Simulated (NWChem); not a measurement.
System: C4H5NO; SMILES CO/C=C/C#N

NWChem input:

```
start job
memory heap 200 mb stack 900 mb global 1100 mb
geometry units angstroms noautosym nocenter noautoz
  C     -0.644652    -2.292820     0.000000
  O      0.638501    -1.667335     0.000000
  C      0.683306    -0.329871     0.000000
  C     -0.358553     0.531133     0.000000
  C     -0.134423     1.935608     0.000000
  N      0.031768     3.088677     0.000000
  H     -0.454677    -3.366334     0.000000
  H     -1.211857    -2.014696     0.896187
  H     -1.211857    -2.014696    -0.896187
  H      1.710699     0.021958     0.000000
  H     -1.390226     0.196970     0.000000
end
basis spherical
  C library def2-svp
  O library def2-svp
  N library def2-svp
  H library def2-svp
end
dft
  xc m06-2x
  iterations 150
end
cosmo
  dielec 11.7
end
task dft energy
```

Output (shortened):

```
             Northwest Computational Chemistry Package (NWChem) 7.3.0
             --------------------------------------------------------

                             Geometry "geometry" -> ""
                             -------------------------

 Output coordinates in angstroms (scale by  1.889725989 to convert to a.u.)

  No.       Tag          Charge          X              Y              Z
 ---- ---------------- ---------- -------------- -------------- --------------
    1 C                    6.0000    -0.64465200    -2.29282000     0.00000000
    2 O                    8.0000     0.63850100    -1.66733500     0.00000000
    3 C                    6.0000     0.68330600    -0.32987100     0.00000000
    4 C                    6.0000    -0.35855300     0.53113300     0.00000000
    5 C                    6.0000    -0.13442300     1.93560800     0.00000000
    6 N                    7.0000     0.03176800     3.08867700     0.00000000
    7 H                    1.0000    -0.45467700    -3.36633400     0.00000000
    8 H                    1.0000    -1.21185700    -2.01469600     0.89618700
    9 H                    1.0000    -1.21185700    -2.01469600    -0.89618700
   10 H                    1.0000     1.71069900     0.02195800     0.00000000
   11 H                    1.0000    -1.39022600     0.19697000     0.00000000

 Effective nuclear repulsion energy (a.u.)     200.0858896031

                                 NWChem DFT Module
                                 -----------------

 Summary of "ao basis" -> "ao basis" (spherical)
 ------------------------------------------------------------------------------
       Tag                 Description            Shells   Functions and Types
 ---------------- ------------------------------  ------  ---------------------
 C                          def2-svp                 6       14   3s2p1d
 O                          def2-svp                 6       14   3s2p1d
 N                          def2-svp                 6       14   3s2p1d
 H                          def2-svp                 3        5   2s1p

 in cosmo_initialize ...

 solvent parameters
 solvname_short: unkn
 solvname_long:  unknown
 dielec:       11.7000

          ---------------
          -cosmo- solvent
          ---------------
 Cosmo: York-Karplus, doi: 10.1021/jp992097l
 dielectric constant -eps-     =  11.70
 screen = (eps-1)/(eps    )    =   0.91453
 surface charge correction     = lagrangian

   van der Waals surface
 --------------------------

 ---------- ATOMIC COORDINATES (A.U.) ------------ VDWR(ANG.) --
     1   -1.21821564   -4.33280154    0.00000000     2.000
     2    1.20659193   -3.15080628    0.00000000     1.720
     3    1.29126111   -0.62336580    0.00000000     2.000
     4   -0.67756692    1.00369583    0.00000000     2.000
     5   -0.25402264    3.65776874    0.00000000     2.000
     6    0.06003282    5.83675320    0.00000000     1.830
     7   -0.85921494   -6.36144885    0.00000000     1.300
     8   -2.29007767   -3.80722339    1.69354786     1.300
     9   -2.29007767   -3.80722339   -1.69354786     1.300
    10    3.23275236    0.04149460    0.00000000     1.300
    11   -2.62714620    0.37221933    0.00000000     1.300
 number of segments per atom =         32
 number of   points per atom =         32
 atom (   nspa,  nppa )
 ----------------------
    1 (     16,     0 )       0
    2 (     16,     0 )       0
    3 (     14,     0 )       0
    4 (     14,     0 )       0
    5 (     18,     0 )       0
    6 (     22,     0 )       0
    7 (     16,     0 )       0
    8 (     14,     0 )       0
    9 (     14,     0 )       0
   10 (     14,     0 )       0
   11 (     12,     0 )       0
 number of -cosmo- surface points =      170
 molecular surface =    132.792 angstrom**2
 molecular volume  =    108.557 angstrom**3
 G(cav/disp)       =      1.524 kcal/mol
 -lineq- algorithm             =   0
 -bem- low  level              =   2
 -bem- from -octahedral-
 gaussian surface charge width =   4.50000
 degree of switching           =   1.00000
 switching function tolerance  =   0.00010
 atomic radii =
 --------------
    1  6.000  2.000
    2  8.000  1.720
    3  6.000  2.000
    4  6.000  2.000
    5  6.000  2.000
    6  7.000  1.830
    7  1.000  1.300
    8  1.000  1.300
    9  1.000  1.300
   10  1.000  1.300
   11  1.000  1.300
 ...... end of -cosmo- initialization ......

            General Information
            -------------------
          SCF calculation type: DFT
          Wavefunction type:  closed shell.
          No. of atoms     :    11
          No. of electrons :    44
           Alpha electrons :    22
            Beta electrons :    22
          Charge           :     0
          Spin multiplicity:     1
          Use of symmetry is: off; symmetry adaption is: off
          Maximum number of iterations: 150
          AO basis - number of functions:   109
                     number of shells:    51
          Convergence on energy requested:  1.00D-06
          Convergence on density requested:  1.00D-05
          Convergence on gradient requested:  5.00D-04

              XC Information
              --------------
                       M06-2X Method XC Functional
                     Hartree-Fock (Exact) Exchange  0.540
                        M06-2X Exchange Functional  1.000
                      M06-2X Correlation Potential  1.000

             Grid Information
             ----------------
          Grid used for XC integration:  medium
          Radial quadrature: Mura-Knowles
          Angular quadrature: Lebedev.
          Tag              B.-S. Rad. Rad. Pts. Rad. Cut. Ang. Pts.
          ---              ---------- --------- --------- ---------
          C                   0.70       49          13.0       434
          O                   0.60       49          11.0       434
          N                   0.65       49          14.0       434
          H                   0.35       45          13.0       434
          Grid pruning is: on
          Number of quadrature shells:   519
          Spatial weights used:  Erf1

      Superposition of Atomic Density Guess
      -------------------------------------

 Sum of atomic energies:        -281.93097262

      Non-variational initial energy
      ------------------------------

 Total energy =    -285.172825
 1-e energy   =    -777.487001
 2-e energy   =     292.228286
 HOMO         =      -0.283931
 LUMO         =      -0.008176

   convergence    iter        energy       DeltaE   RMS-Dens  Diis-err
 ---------------- ----- ----------------- --------- --------- ---------
     COSMO gas phase
 d= 0,ls=0.0,diis     1   -284.8987786657 -4.85D+02  1.19D-02  8.28D-01
 d= 0,ls=0.0,diis     2   -284.7973278124  1.01D-01  7.61D-03  1.95D+00
 d= 0,ls=0.0,diis     3   -285.0183586236 -2.21D-01  1.40D-03  3.49D-02
 d= 0,ls=0.0,diis     4   -285.0213596205 -3.00D-03  6.19D-04  9.57D-03
 d= 0,ls=0.0,diis     5   -285.0221406249 -7.81D-04  1.82D-04  4.05D-04
  Resetting Diis
 d= 0,ls=0.0,diis     6   -285.0221921135 -5.15D-05  6.41D-05  4.16D-05
 d= 0,ls=0.0,diis     7   -285.0221969751 -4.86D-06  3.15D-05  6.40D-06
 d= 0,ls=0.0,diis     8   -285.0221965166  4.58D-07  1.78D-05  1.11D-05
 d= 0,ls=0.0,diis     9   -285.0221976388 -1.12D-06  2.63D-06  1.22D-07
 d= 0,ls=0.0,diis    10   -285.0221976483 -9.44D-09  1.37D-06  3.54D-08

   convergence    iter        energy       DeltaE   RMS-Dens  Diis-err
 ---------------- ----- ----------------- --------- --------- ---------
     COSMO solvation phase
 d= 0,ls=0.0,diis     1   -285.0326107159 -1.04D-02  1.54D-03  4.95D-03
 d= 0,ls=0.0,diis     2   -285.0337537902 -1.14D-03  4.12D-04  7.40D-03
 d= 0,ls=0.0,diis     3   -285.0344935644 -7.40D-04  2.46D-04  2.00D-04
 d= 0,ls=0.0,diis     4   -285.0345446765 -5.11D-05  6.23D-05  4.06D-05
 d= 0,ls=0.0,diis     5   -285.0345505546 -5.88D-06  2.54D-05  9.08D-06
 d= 0,ls=0.0,diis     6   -285.0345517694 -1.21D-06  8.31D-06  3.52D-07
 d= 0,ls=0.0,diis     7   -285.0345518478 -7.84D-08  3.42D-06  1.29D-07

         Total DFT energy =     -285.034551847766
      One electron energy =     -780.884440454436
           Coulomb energy =      334.732556565915
    Exchange-Corr. energy =      -38.798117978560
 Nuclear repulsion energy =      200.085889603088

             COSMO energy =       -0.170439583772

 Numeric. integr. density =       44.000001661151

                                   COSMO solvation results
                                   -----------------------

                 gas phase energy =      -285.022197648274
                 sol phase energy =      -285.034551847766
 (electrostatic) solvation energy =         0.012354199492 (    7.75 kcal/mol)

                       DFT Final Molecular Orbital Analysis
                       ------------------------------------

 Vector   20  Occ=2.000000D+00  E=-4.231451D-01
              MO Center= -1.4D-01, -2.8D-01,  1.4D-09, r^2= 5.8D+00
   Bfn.  Coefficient  Atom+Function         Bfn.  Coefficient  Atom+Function
  ----- ------------  ---------------      ----- ------------  ---------------
    20      0.334263   2 O  pz                6     -0.260790   1 C  pz
    76      0.259257   6 N  pz               62     -0.247480   5 C  pz
    23      0.245987   2 O  pz               90     -0.210677   8 H  s
    95      0.210677   9 H  s                34      0.171841   3 C  pz
    79     -0.156313   6 N  pz               65     -0.141139   5 C  pz

 Vector   21  Occ=2.000000D+00  E=-4.017344D-01
              MO Center= -4.2D-02,  1.6D+00,  4.2D-10, r^2= 4.2D+00
   Bfn.  Coefficient  Atom+Function         Bfn.  Coefficient  Atom+Function
  ----- ------------  ---------------      ----- ------------  ---------------
    74      0.390568   6 N  px               60     -0.331638   5 C  px
    77     -0.241783   6 N  px               63     -0.211327   5 C  px
    46      0.174913   4 C  px               18      0.159071   2 O  px
   105     -0.153214  11 H  s                49      0.135651   4 C  px
    32     -0.126668   3 C  px               21      0.112090   2 O  px

 Vector   22  Occ=2.000000D+00  E=-3.097338D-01
              MO Center=  4.3D-02,  4.1D-01,  9.4D-10, r^2= 3.6D+00
   Bfn.  Coefficient  Atom+Function         Bfn.  Coefficient  Atom+Function
  ----- ------------  ---------------      ----- ------------  ---------------
    48      0.384554   4 C  pz               51      0.322376   4 C  pz
    20     -0.315942   2 O  pz               76      0.270489   6 N  pz
    23     -0.265895   2 O  pz               34      0.245278   3 C  pz
    79     -0.199319   6 N  pz               37      0.141472   3 C  pz
    62     -0.088711   5 C  pz               65     -0.077831   5 C  pz

 Vector   23  Occ=0.000000D+00  E= 5.904067D-03
              MO Center=  2.7D-01,  5.5D-01, -2.4D-10, r^2= 3.5D+00
   Bfn.  Coefficient  Atom+Function         Bfn.  Coefficient  Atom+Function
  ----- ------------  ---------------      ----- ------------  ---------------
    37      0.567344   3 C  pz               34      0.454401   3 C  pz
    51     -0.375249   4 C  pz               79      0.312189   6 N  pz
    76     -0.264849   6 N  pz               23     -0.248550   2 O  pz
    48     -0.243697   4 C  pz               20     -0.222676   2 O  pz
    62     -0.222626   5 C  pz               65     -0.218457   5 C  pz

 Vector   24  Occ=0.000000D+00  E= 6.940937D-02
              MO Center= -1.8D-01,  1.8D+00,  2.1D-10, r^2= 3.4D+00
   Bfn.  Coefficient  Atom+Function         Bfn.  Coefficient  Atom+Function
  ----- ------------  ---------------      ----- ------------  ---------------
   106     -0.585950  11 H  s                31      0.575158   3 C  s
    77      0.519194   6 N  px               63     -0.481991   5 C  px
    60     -0.408964   5 C  px               74     -0.394389   6 N  px
     3      0.351776   1 C  s                49     -0.310881   4 C  px
    45      0.291259   4 C  s                59     -0.262299   5 C  s

 Vector   25  Occ=0.000000D+00  E= 1.146596D-01
              MO Center= -1.1D+00, -1.6D+00,  2.8D-09, r^2= 6.1D+00
   Bfn.  Coefficient  Atom+Function         Bfn.  Coefficient  Atom+Function
  ----- ------------  ---------------      ----- ------------  ---------------
     3      2.172597   1 C  s                64     -1.147958   5 C  py
    91     -1.099260   8 H  s                96     -1.099260   9 H  s
    73      0.968453   6 N  s                86     -0.928068   7 H  s
    50     -0.776678   4 C  py              106     -0.627669  11 H  s
     7     -0.480107   1 C  px               49     -0.412765   4 C  px

     Multipole analysis of the density
     ---------------------------------

     L   x y z        total         alpha         beta         nuclear
     -   - - -        -----         -----         ----         -------
     0   0 0 0     -0.000000    -22.000000    -22.000000     44.000000

     1   1 0 0     -0.569771     -0.328854     -0.328854      0.087937
     1   0 1 0     -2.416096     -1.368260     -1.368260      0.320424
     1   0 0 1     -0.000000     -0.000000     -0.000000      0.000000

     2   2 0 0    -23.459785    -42.880923    -42.880923     62.302061
     2   1 1 0      2.519015     -4.382222     -4.382222     11.283460
     2   1 0 1      0.000000      0.000000      0.000000      0.000000
     2   0 2 0    -36.517493   -312.650370   -312.650370    588.783247
     2   0 1 1      0.000000      0.000000      0.000000      0.000000
     2   0 0 2    -26.730515    -16.233362    -16.233362      5.736209
```

Level: M06-2X/def2-SVP, COSMO on the gas-phase geometry. Coordinates come from a B3LYP/6-31G* (spherical d) optimisation. COSMO prints the solvation energy as gas minus solution, so a positive value is a stabilisation.
